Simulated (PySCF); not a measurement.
Zr(Cl)3(OH) (Cl3HOZr), SMILES [OH][Zr]([Cl])([Cl])[Cl], multiplicity 1.

The structure is a stationary point at PBE-D3(BJ)/def2-SVP. The multiplicity is an assumed one; no other spin state was optimised. The isomer is the one that the SMILES or the coordinates give; other isomers of the formula were not compared. The def2 effective core potentials stand for the cores of Zr; spin–orbit coupling is left out. The values are those of a single conformer.

Level of theory: PBE-D3(BJ)/def2-SVP (PySCF).

Frequencies are harmonic and unscaled.

Modes within 1.5 cm⁻¹ of each other (mostly degenerate sets) share a row, with their intensities summed.

```json
[
 {"mode": "1–2", "ν (cm⁻¹)": "94", "IR (km/mol)": "0.9", "moving atoms (share of kinetic energy)": "Cl 89 %, Zr 10 %"},
 {"mode": "3", "ν (cm⁻¹)": "106", "IR (km/mol)": "5.7", "moving atoms (share of kinetic energy)": "Cl 61 %, Zr 31 %"},
 {"mode": "4–5", "ν (cm⁻¹)": "140", "IR (km/mol)": "5.5", "moving atoms (share of kinetic energy)": "O 52 %, Cl 22 %, H 18 %"},
 {"mode": "6–7", "ν (cm⁻¹)": "286", "IR (km/mol)": "305.2", "moving atoms (share of kinetic energy)": "H 79 %, O 19 %"},
 {"mode": "8", "ν (cm⁻¹)": "369", "IR (km/mol)": "14.7", "moving atoms (share of kinetic energy)": "Cl 89 %, Zr 9 %"},
 {"mode": "9–10", "ν (cm⁻¹)": "411", "IR (km/mol)": "219.5", "moving atoms (share of kinetic energy)": "Cl 60 %, Zr 39 %"},
 {"mode": "11", "ν (cm⁻¹)": "750", "IR (km/mol)": "129.5", "moving atoms (share of kinetic energy)": "O 78 %, Zr 17 %"},
 {"mode": "12", "ν (cm⁻¹)": "3849", "IR (km/mol)": "386.7", "moving atoms (share of kinetic energy)": "H 94 %"}
]
```
